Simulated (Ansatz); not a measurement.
Reactions of CH₆BBrSi₂ (`[SiH3]C1B[SiH]1Br`).

Isolated molecules relaxed with PBE0-D4/def2-TZVP in Ansatz; ΔE leaves out vibrations. CCSD(T)/CBS adds triple-zeta CCSD(T) − MP2 to the extrapolated MP2 energy (def2 sets, frozen cores). DFT in def2-TZVPP. Elements past krypton have def2 core potentials. For Br, Sn outer-core shells are correlated without core-valence functions, which leaves a few kJ/mol of doubt a bond. Scalar relativity is left out up to krypton. One conformer a species, not always the lowest.

```
                                                                                 reaction  CCSD(T)/CBS(def2) (eV)
                      `[SiH3][C@H]1B[Si@@H]1Br` + `BCOC` → `BC([SiH3])OC` + `Br[SiH]1BC1`                    0.30
                    `[SiH3][C@H]1B[Si@@H]1Br` + `C=COC` → `C=C([SiH3])OC` + `Br[SiH]1BC1`                    0.32
           `[SiH3][C@H]1B[Si@@H]1Br` + `[NH2][SnH3]` → `[SiH3][NH][SnH3]` + `Br[SiH]1BC1`                       ?
                  `[SiH3][C@H]1B[Si@@H]1Br` + `C=CCCl` → `[SiH3]/C=C\CCl` + `Br[SiH]1BC1`                    0.31
`[SiH3][C@H]1B[Si@@H]1Br` + `C=C[SiH2][SiH3]` → `C=C([SiH3])[SiH2][SiH3]` + `Br[SiH]1BC1`                       ?
                  `[SiH3][C@H]1B[Si@@H]1Br` + `N=C(F)F` → `FC(F)=N[SiH3]` + `Br[SiH]1BC1`                   -0.25
```

**Question.** Fill in the missing values. (Best estimate.)

**Answer.** Computed: `[SiH3][C@H]1B[Si@@H]1Br` + `[NH2][SnH3]` → `[SiH3][NH][SnH3]` + `Br[SiH]1BC1`: -0.36 eV; `[SiH3][C@H]1B[Si@@H]1Br` + `C=C[SiH2][SiH3]` → `C=C([SiH3])[SiH2][SiH3]` + `Br[SiH]1BC1`: +0.20 eV.

Largest T1 diagnostic: 0.013, for `BC([SiH3])OC`.
